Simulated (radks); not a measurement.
Values are calculated unless marked as measured or tabulated.
The thulium ion Tm9+ is in [Kr] 4d10 4f(5/2: 6, 7/2: 3) 5s2 5p(1/2: 2, 3/2: 1). Code: a radial shooting solver on a logarithmic mesh with Libxc functionals. Model: Dirac Kohn-Sham, PBE, spin-unpolarised, spherical densities, finite nucleus; Fermi nuclear charge, rms radius of each element as measured or else 0.836 A^(1/3) + 0.57 fm. Sub-shells are occupied by j as written (lower j first in brackets). One electron is removed from 4f7/2, 5p1/2, 5p3/2, 4f5/2 in turn, with full relaxation. Which removal costs least, and what does each cost?

Answer. 5p3/2 167.24 eV; 5p1/2 177.00 eV; 4f7/2 178.67 eV; 4f5/2 180.31 eV. The 5p3/2 electron leaves first.
